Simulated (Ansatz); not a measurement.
`C[CH2][AlH][Br]` + H₂S → `C[CH2][AlH][SH]` + HBr at 500 K and 1 bar (ligand exchange at the Al–Br bond).

Gas-phase electronic energies from Ansatz, PBE0-D4/def2-TZVP geometries. CCSD(T)/CBS adds triple-zeta CCSD(T) − MP2 to the extrapolated MP2 energy (def2 sets, frozen cores). This one scheme is used for every species. For Br outer-core shells are correlated without core-valence functions, which leaves a few kJ/mol of doubt a bond. Scalar relativity is left out up to krypton. Each species was taken in one conformer, which may not be the lowest.

| species | CCSD(T)/CBS energy (Eh) | H − E (kJ/mol) | S (J/(mol·K)) |
| --- | --- | --- | --- |
| `C[CH2][AlH][Br]` | -2895.11728 | 233.3 | 412.0 |
| H₂S | -398.97279 | 57.0 | 224.0 |
| `C[CH2][AlH][SH]` | -720.15155 | 259.3 | 409.7 |
| HBr | -2573.91920 | 30.5 | 213.7 |

H − E and S are ideal-gas, rigid-rotor, harmonic terms from PBE0-D4/def2-TZVP, for one conformer and one mirror image of each species. 1 Eh = 2625.50 kJ/mol, R = 8.31446 J/(mol·K).

Problem. By hand: ΔE, ΔH, ΔS and ΔG.

Solution. ΔE = (-720.15155) + (-2573.91920) − (-2895.11728) − (-398.97279) = 0.01932 Eh = 50.7 kJ/mol. Δ(H − E) = 259.3 + 30.5 − 233.3 − 57.0 = -0.5, so ΔH = 50.2 kJ/mol. ΔS = 409.7 + 213.7 − 412.0 − 224.0 = -12.6 J/(mol·K). ΔG = 50.2 − 500 × (-12.6)/1000 = 56.5 kJ/mol.

Problem. By hand: the equilibrium constant, and the temperature at which ΔG would vanish if ΔH and ΔS stayed fixed.

Solution. log₁₀ K = −ΔG/(RT ln 10) = -5.9. ΔH and −TΔS have one sign here, so there is no such temperature.

The number of gas molecules stays the same, so ΔS is small and ΔH decides. A doubt of 5 kJ/mol in ΔE shifts log₁₀ K by 0.5 here. Other conformers and mirror images would add mixing entropy, several J/(mol·K) or more a flexible species. Modes under 60 cm⁻¹, often nearly free rotors, make the harmonic entropy too high. These are equilibria of isolated gas molecules and say nothing of rates. Largest T1 diagnostic: 0.010 (customary marks: 0.02 for closed shells, 0.045 for open ones).

ΔS is within the doubt of such terms, so its sign, and with it that verdict, could turn.
